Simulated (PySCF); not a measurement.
A PySCF script (with the pyscf-properties extension) for the NMR shieldings of `InChI=1S/C6H10BN/c1-2-7-8-5-3-4-6-8/h1,7H,3-6H2`, on a GFN2-xTB geometry:

```python
import basis_set_exchange as bse
import numpy as np
from pyscf import gto, dft
from pyscf.prop import nmr

atoms = """
C     3.727842    0.571843   -0.306509
C     2.752555   -0.128266   -0.223298
B     1.531814   -1.025416   -0.113416
N     0.272987   -0.477337   -0.266661
C    -0.979422   -1.210447   -0.165371
C    -2.046477   -0.265796   -0.716049
C    -1.499302    1.100533   -0.314018
C    -0.000312    0.924363   -0.550479
H     4.583452    1.180295   -0.378500
H     1.645225   -2.174611    0.100176
H    -0.924083   -2.151267   -0.717108
H    -1.188866   -1.445875    0.886225
H    -3.033731   -0.469087   -0.306204
H    -2.094426   -0.343671   -1.803121
H    -1.919062    1.917874   -0.896972
H    -1.696403    1.285472    0.743053
H     0.610150    1.571214    0.083105
H     0.249298    1.146496   -1.596029
"""
names = dict.fromkeys(["C", "B", "N", "H"], "pcSseg-1")
basis = {el: gto.basis.parse(bse.get_basis(n, elements=[el], fmt="nwchem")) for el, n in names.items()}
mol = gto.M(atom=atoms, basis=basis, charge=0, verbose=0)
mf = dft.RKS(mol, xc="PBE0")
mf.grids.level = 2
mf.grids.alignment = dft.numint.BLKSIZE   # the property module wants whole blocks of grid points
mf.conv_tol = 1e-9
mf.kernel()

calc = nmr.RKS(mf)   # GIAO
C = mf.mo_coeff
Co = C[:, mf.mo_occ > 0]
resp = mf.gen_response(singlet=True, hermi=2)
def vind(x):   # induced exchange potential for any number of trial vectors
    d = np.einsum("pi,xij,qj->xpq", C, 2 * x.reshape(-1, C.shape[1], Co.shape[1]), Co, optimize=True)
    return np.einsum("xpq,pi,qj->xij", resp(d - d.transpose(0, 2, 1)), C, Co, optimize=True).ravel()
mo1, _ = nmr.rhf.solve_mo1(calc, with_cphf=vind)
sigma = calc.kernel(mo1)
for i, s in enumerate(sigma):   # ppm
    print("%2d %-2s %9.2f" % (i, mol.atom_pure_symbol(i), np.trace(s) / 3))
```

Task: What does it print?

Result: 
```
 0 C      78.68
 1 C      91.45
 2 B      74.75
 3 N     105.80
 4 C     131.74
 5 C     156.19
 6 C     156.68
 7 C     132.75
 8 H      28.90
 9 H      26.96
10 H      27.89
11 H      28.09
12 H      29.86
13 H      29.86
14 H      29.81
15 H      29.91
16 H      27.62
17 H      28.14
```

These numbers come from an equivalent density-fitted implementation of the same equations, which agrees with the script to about 0.01 ppm for H and up to a few tenths of a ppm for heavy atoms, so last digits may differ.

Size and cost of the density-fitted run: 186 basis functions, 67 s wall time on 1 thread of an Arm Neoverse N1, shared host; peak memory 0.83 GiB.
